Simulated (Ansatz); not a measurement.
Species: GeH₂Br₂, charge 0, singlet. GeH2Br2 (dibromogermane, SMILES [Br][GeH2][Br]).
B3LYP-D3(BJ)/def2-TZVP minimum from Ansatz (a quantum-chemistry and plane-wave program):
```xyz
5

Ge    -0.0158    -0.8865     0.0234
Br     1.8961     0.4213     0.0222
Br    -1.8799     0.4867    -0.0462
H     -0.0532    -1.6721     1.3361
H     -0.0076    -1.7411    -1.2460
```

Total energies in hartree (Ansatz). Radicals and triplets start from unrestricted determinants; spin-orbit coupling is neglected. Cores are frozen in correlated methods (noble-gas shells, and filled d and f shells in the p block). No relativity. For partners of very few electrons the exact lower level stands in for a higher one. Spin-orbit terms, left out, reach several kcal/mol for Br and I, and more for heavier atoms.

```tsv
species	HF/cc-pVTZ	CCSD(T)/cc-pVTZ	HF/cc-pVQZ	CCSD(T)/cc-pVQZ	CCSDT(Q)/cc-pVTZ
1: GeH2Br2 (SMILES [Br][GeH2][Br])	-7221.58801	-7222.08279	-7221.59778	-7222.13893	-7222.08480
2: Ge (triplet)	-2075.36107	-2075.42794	-2075.36359	-2075.43284	-2075.42848
3: Br (doublet)	-2572.44509	-2572.60263	-2572.44802	-2572.62195	-2572.60328
4: H (doublet)	-0.49981	-0.49981	-0.49995	-0.49995	-0.49981
```

Problem. Work out the atomisation energy (electronic, to ground-state atoms) in kcal/mol: take Hartree-Fock from cc-pVQZ, extrapolate the CCSD(T) correlation energy as X^-3 (X = 3, 4), and add CCSDT(Q) - CCSD(T) in cc-pVTZ. 1 hartree = 627.51 kcal/mol.

Solution. 
Species 1: correlation (64·(-0.54115) - 27·(-0.49478))/37 = -0.57499; step -0.00201; E1 = -7221.59778 + (-0.57499) + (-0.00201) = -7222.17478
Species 2: correlation (64·(-0.06925) - 27·(-0.06687))/37 = -0.07099; step -0.00054; E2 = -2075.36359 + (-0.07099) + (-0.00054) = -2075.43512
Species 3: correlation (64·(-0.17393) - 27·(-0.15754))/37 = -0.18589; step -0.00065; E3 = -2572.44802 + (-0.18589) + (-0.00065) = -2572.63456
Species 4: correlation (64·(0.00000) - 27·(0.00000))/37 = 0.00000; step +0.00000; E4 = -0.49995 + (0.00000) + (+0.00000) = -0.49995
-1·E1 +1·E2 +2·E3 +2·E4 = 0.47064 hartree = 295.3 kcal/mol.
